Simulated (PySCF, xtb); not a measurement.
Si(H)2(OH)(PH2) (H₅OPSi), SMILES P[SiH2]O. The values are those of a single conformer.

Harmonic wavenumbers (cm⁻¹) from xtb with GFN2-xTB at its own minimum, in rising order: 71, 168, 231, 444, 457, 592, 649, 703, 742, 750, 776, 892, 1151, 2238, 2282, 2337, 2378, 3655.

### Question
What does PySCF with TPSSh-D3(BJ)/def2-TZVP give at its own minimum? (An estimate is asked for; the answer gives what the named calculation found.)

### Answer
166, 182, 240, 429, 438, 608, 695, 798, 826, 905, 907, 953, 1109, 2218, 2270, 2393, 2407, 3847. Paired by order, the mean absolute difference is 61 cm⁻¹ and the zero-point energies are 29.3 and 30.6 kcal/mol.
